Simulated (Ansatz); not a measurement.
A series at B: from `CB(C)C`, ligands are replaced one by one, each step taking up H–F and setting free CH₄; n counts the steps. Ansatz, PBE0-D4/def2-TZVP geometries.

```csv
n,molecule,"HOMO energy, ωB97M-V/def2-TZVPP (eV)"
0,`CB(C)C`,?
1,`CB(C)F`,-11.03
2,`CB(F)F`,-12.64
3,`FB(F)F`,-14.75
```

By hand: fit a straight line y = ȳ + b (n − n̄) to the 3 given rows and predict n = 0.

n̄ = 2.000, ȳ = -12.807; Σ(n − n̄)(y − ȳ) = -3.720, Σ(n − n̄)² = 2.000, so b = -1.860 eV a step. Prediction: -12.807 + (-1.860) × (-2.000) = -9.09 eV.

By hand: compare with the computed value, -10.82 eV, and give the steps along the whole series.

The line misses by -1.73 eV (computed minus predicted). Steps: -0.21, -1.61, -2.11 eV.

The steps grow at each stage, from -0.21 to -2.11 eV, so the series is curved and an end member is harder to predict than an inner one. The highest orbital can change its character along such a series. The miss is 44.0 % of the series' range.
